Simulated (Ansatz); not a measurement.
Al4As4H14⁺, a cluster cut from wurtzite AlAs (hydrogen-capped). The state is a doublet with charge 1. Geometry r2SCAN-D4/def2-SVP, that of the neutral singlet.

```xyz
22

Al    2.765    0.370    0.435
As    1.389    1.457   -1.455
Al    0.018   -2.820    0.148
As    0.905   -0.913    1.491
As   -1.108   -1.428   -1.706
Al   -1.053    1.061   -1.733
Al   -0.813    0.463    2.664
As   -1.852    1.554    0.572
H     3.785   -0.576   -0.339
H     3.219    1.609    1.327
H     1.986    1.184   -2.813
H     1.545    2.959   -1.469
H     1.174   -3.600   -0.621
H    -1.203   -3.544    0.869
H     1.600   -1.616    2.637
H    -0.640   -1.843   -3.079
H    -2.563   -1.789   -1.877
H    -1.782    1.797   -2.935
H    -0.167    1.690    3.446
H    -1.998   -0.428    3.248
H    -1.858    3.060    0.669
H    -3.347    1.354    0.519
```

Single mean-field runs in def2-TZVP are fitted with def2-universal-jkfit. At PBE-D4/def2-TZVP an occupied level lies above an empty one. At PBE-D4/def2-TZVP the gap within one spin of the charge 1 doublet nearly closes, so an electron or hole may be smeared out by delocalisation error.

Estimate the α-spin orbital energies around the gap (eV) in Ansatz with PBE-D4/def2-TZVP, PBE0-D4/def2-TZVP.


```csv
orbital,PBE-D4/def2-TZVP,PBE0-D4/def2-TZVP
HOMO−5,-10.88,-12.22
HOMO−4,-10.78,-12.05
HOMO−3,-10.68,-11.81
HOMO−2,-10.54,-11.58
HOMO−1,-10.41,-11.46
HOMO,-10.29,-11.41
LUMO,-5.57,-4.82
LUMO+1,-5.54,-4.78
LUMO+2,-5.35,-4.67
LUMO+3,-5.14,-4.46
LUMO+4,-4.65,-3.89
LUMO+5,-4.63,-3.86
β HOMO,-10.17,-11.27
β LUMO,-10.25,-10.12
```
